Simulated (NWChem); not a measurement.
System: SiCl2F2; SMILES F[Si](F)(Cl)Cl

Computed with NWChem. The geometry was optimised at PBE0/def2-SVP. Ions are spin-unrestricted doublets at the neutral geometry; other ion states weren't tried.

For level CAM-B3LYP/def2-SVP:

```yaml
vertical ionisation energy, ΔSCF (eV): 12.47
"−ε(HOMO) (eV)": 11.13
```

**Question.** What are these values for level PBE/def2-SVP?

**Answer.** The vertical ionisation energy, ΔSCF (eV) comes out as 11.73 and the −ε(HOMO) (eV) is 8.29.
